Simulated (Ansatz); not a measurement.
Ansatz (a first-principles code) input (B3LYP-D3(BJ)/def2-TZVP):

Ansatz 0.2 input:
```yaml
crystal:
  periodic: [false, false, false]
  atoms:
    - {symbol: W, position_ang: [0.00000000, -0.00000000, 0.00000000]}
    - {symbol: F, position_ang: [1.81594034, -0.35520853, -0.31973616]}
    - {symbol: F, position_ang: [-0.78499781, -0.51394131, 1.62655661]}
    - {symbol: F, position_ang: [-1.03094253, 0.86914984, -1.30682045]}
basis:
  gaussian:
    orbitals: def2-TZVP
hamiltonian:
  xc: b3lyp
  dispersion: d3bj
magnetization: {spin_polarized: true, initial_magnetization: 3}
phonons: {temperatures: {t_min: 298.15, t_max: 298.15, t_step: 100}}
```

Output:

```
Functional definition: B3LYP
integrals: 0.04 GiB planned
861 factors; their error is unknown
mean field: 0.56 GiB planned
mean field evaluation 1: about -9978.0580 eV, gradient 4.3e1 eV
mean field evaluation 2: about -9947.7888 eV, gradient 1.1e2 eV
mean field evaluation 4: about -9983.2905 eV, gradient 2.5e0 eV
mean field evaluation 8: about -9983.3201 eV, gradient 2.6e-2 eV
mean field evaluation 16: about -9983.3564 eV, gradient 4.3e-5 eV
mean field -9983.35643844 eV, -366.8815821508 hartree, gradient 4.3e-5 eV, S^2 3.754490; 0 other end points of the search recorded, 0 dependent functions left out
the calculation of the forces begins
reference -9983.35666492 eV, -366.8815904735 hartree; 22, 19 occupied and 111, 114 virtual orbitals, 861 factors
these checks for a lower state are left out or cut short: stability, starts, cluster_reference, orbital_swaps, neighbouring_geometries, increment
integrals: 0.04 GiB planned
861 factors; their error is unknown
mean field: 0.56 GiB planned
mean field -9983.35633729 eV, -366.8815784335 hartree, gradient 2.0e-6 eV, S^2 3.754490; 0 other end points of the search recorded, 0 dependent functions left out
the calculation of the forces begins
reference -9983.35656379 eV, -366.8815867571 hartree; 22, 19 occupied and 111, 114 virtual orbitals, 861 factors
these checks for a lower state are left out or cut short: stability, starts, cluster_reference, orbital_swaps, neighbouring_geometries, increment
integrals: 0.04 GiB planned
861 factors; their error is unknown
mean field: 0.56 GiB planned
mean field -9983.35633721 eV, -366.8815784307 hartree, gradient 2.0e-6 eV, S^2 3.754490; 0 other end points of the search recorded, 0 dependent functions left out
the calculation of the forces begins
reference -9983.35656367 eV, -366.8815867526 hartree; 22, 19 occupied and 111, 114 virtual orbitals, 861 factors
these checks for a lower state are left out or cut short: stability, starts, cluster_reference, orbital_swaps, neighbouring_geometries, increment
integrals: 0.04 GiB planned
861 factors; their error is unknown
mean field: 0.56 GiB planned
mean field evaluation 32: about -9983.3200 eV, gradient 6.8e-1 eV
mean field -9983.35641780 eV, -366.8815813922 hartree, gradient 1.9e-6 eV, S^2 3.754497; 0 other end points of the search recorded, 0 dependent functions left out
the calculation of the forces begins
reference -9983.35664423 eV, -366.8815897133 hartree; 22, 19 occupied and 111, 114 virtual orbitals, 861 factors
these checks for a lower state are left out or cut short: stability, starts, cluster_reference, orbital_swaps, neighbouring_geometries, increment
integrals: 0.04 GiB planned
861 factors; their error is unknown
mean field: 0.56 GiB planned
mean field -9983.35639594 eV, -366.8815805887 hartree, gradient 1.9e-6 eV, S^2 3.754484; 0 other end points of the search recorded, 0 dependent functions left out
the calculation of the forces begins
reference -9983.35662246 eV, -366.8815889131 hartree; 22, 19 occupied and 111, 114 virtual orbitals, 861 factors
these checks for a lower state are left out or cut short: stability, starts, cluster_reference, orbital_swaps, neighbouring_geometries, increment
integrals: 0.04 GiB planned
861 factors; their error is unknown
mean field: 0.56 GiB planned
mean field -9983.35634714 eV, -366.8815787956 hartree, gradient 1.9e-6 eV, S^2 3.754481; 0 other end points of the search recorded, 0 dependent functions left out
the calculation of the forces begins
reference -9983.35657367 eV, -366.8815871204 hartree; 22, 19 occupied and 111, 114 virtual orbitals, 861 factors
these checks for a lower state are left out or cut short: stability, starts, cluster_reference, orbital_swaps, neighbouring_geometries, increment
integrals: 0.04 GiB planned
861 factors; their error is unknown
mean field: 0.56 GiB planned
mean field -9983.35638160 eV, -366.8815800617 hartree, gradient 2.0e-6 eV, S^2 3.754500; 0 other end points of the search recorded, 0 dependent functions left out
the calculation of the forces begins
reference -9983.35660801 eV, -366.8815883824 hartree; 22, 19 occupied and 111, 114 virtual orbitals, 861 factors
these checks for a lower state are left out or cut short: stability, starts, cluster_reference, orbital_swaps, neighbouring_geometries, increment
integrals: 0.04 GiB planned
861 factors; their error is unknown
mean field: 0.56 GiB planned
mean field evaluation 64: about -9983.3564 eV, gradient 9.3e-2 eV
mean field -9983.35642244 eV, -366.8815815627 hartree, gradient 2.3e-6 eV, S^2 3.754487; 0 other end points of the search recorded, 0 dependent functions left out
the calculation of the forces begins
reference -9983.35664893 eV, -366.8815898858 hartree; 22, 19 occupied and 111, 114 virtual orbitals, 861 factors
these checks for a lower state are left out or cut short: stability, starts, cluster_reference, orbital_swaps, neighbouring_geometries, increment
integrals: 0.04 GiB planned
861 factors; their error is unknown
mean field: 0.56 GiB planned
mean field -9983.35643380 eV, -366.8815819801 hartree, gradient 1.9e-6 eV, S^2 3.754494; 0 other end points of the search recorded, 0 dependent functions left out
the calculation of the forces begins
reference -9983.35666026 eV, -366.8815903024 hartree; 22, 19 occupied and 111, 114 virtual orbitals, 861 factors
Total energy: -9983.45019189 eV, -366.8850275264 hartree
Atom 0 at     0.000000     0.000000     0.000000 Å, force    -0.000062     0.000012     0.000011 eV/Å
Atom 1 at     1.815940    -0.355209    -0.319736 Å, force     0.000031    -0.000006    -0.000005 eV/Å
Atom 2 at    -0.784998    -0.513941     1.626557 Å, force     0.000015    -0.000003    -0.000003 eV/Å
Atom 3 at    -1.030943     0.869150    -1.306820 Å, force     0.000016    -0.000003    -0.000002 eV/Å
Dipole moment:     0.000002    -0.000000    -0.000000 e Å
Vibrations: 146.70 157.02 157.05 675.53 675.54 679.65 cm⁻¹, zero-point energy 0.154452 eV
```

The spin state was set by rule; other spins were not relaxed.
